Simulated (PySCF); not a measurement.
$^{29}$Si chemical shifts

PySCF calculation with shieldings: GIAO PBE0/pcSseg-1 and geometry: GFN2-xTB; single conformer, no solvent model, non-relativistic, rapidly exchanging positions averaged.

Shieldings were converted by a linear fit to measured shifts: $^{29}$Si (scatter 8.9 ppm rms, 25.8 ppm with the 6 outliers that the fit left out vs TMS, solution or neat liquid). A few per cent of atoms miss by over 2 rms, more outside the fitted compound classes.

Give the $^{29}$Si shifts of `F[C@@H]1CC[SiH2][C@@H]1F`, `C=C1[C@@H]([SiH3])C[Si@H]1F`, `C[C@]1(CN)C=C(Cl)C[SiH2]1`, `[SiH3][Si]([SiH3])([SiH3])c1cccs1`, `CN[Si@H](N)C[SiH2][SiH3]`.

Results:


| compound | environment | δ (ppm) |
| --- | --- | --- |
| F[C@@H]1CC[SiH2][C@@H]1F | silicon bonded to 2 C, 2 H, in a 5-membered ring | -42.6 |
| [CH2:1]=[C:2]1[C@@H:3]([SiH3:4])[CH2:5][Si@H:6]1[F:7] | Si6: silicon bonded to 2 C, F, H, in a 4-membered ring | 4.5 |
| [CH2:1]=[C:2]1[C@@H:3]([SiH3:4])[CH2:5][Si@H:6]1[F:7] | Si4: silicon bonded to C, 3 H | -61.6 |
| C[C@]1(CN)C=C(Cl)C[SiH2]1 | silicon bonded to 2 C, 2 H, in a 5-membered ring | -27.3 |
| [SiH3:1][Si:2]([SiH3:3])([SiH3:4])[c:5]1[cH:6][cH:7][cH:8][s:9]1 | Si2: silicon bonded to C, 3 Si | -85.6 |
| [SiH3:1][Si:2]([SiH3:3])([SiH3:4])[c:5]1[cH:6][cH:7][cH:8][s:9]1 | Si1/3/4: silicon bonded to Si, 3 H (×3) | -95.6 |
| [CH3:1][NH:2][Si@H:3]([NH2:4])[CH2:5][SiH2:6][SiH3:7] | Si3: silicon bonded to C, 2 N, H | -24.3 |
| [CH3:1][NH:2][Si@H:3]([NH2:4])[CH2:5][SiH2:6][SiH3:7] | Si6: silicon bonded to C, Si, 2 H | -73.8 |
| [CH3:1][NH:2][Si@H:3]([NH2:4])[CH2:5][SiH2:6][SiH3:7] | Si7: silicon bonded to Si, 3 H | -102.5 |
